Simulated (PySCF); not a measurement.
**Energy of Zr²⁺ (zirconium, charge +2) between two integer charges**

The 4d alpha orbital of [Kr] 4d2 is emptied in steps (occupation f), with all orbitals relaxed, ending at [Kr] 4d1. Calculation: PySCF 2.14, in x2c-TZVPall; scalar relativity by spin-free X2C-1e. The exact energy is a straight line in f; departures are measured from the line between the end points of the same method.

```tsv
f	BLYP (eV)
1	0.000
0.75	-0.986
0.5	-1.325
0.25	-1.000
0	0.000
```

| method | E(f=0) − E(f=1) (eV) | −ε at f=1 (eV) | −ε at f=0.5 (eV) |
| --- | --- | --- | --- |
| BLYP | 23.342 | 18.130 | 23.305 |

Orbital energy along the path (eV):

```csv
f,BLYP
1,-18.130
0.75,-20.681
0.5,-23.305
0.25,-25.985
0,-28.704
```

Reference removal energy between the ground levels: 23.170 eV (semi-empirical (NIST evaluation); NIST Atomic Spectra Database, ionization energies). The calculation has no spin-orbit coupling.
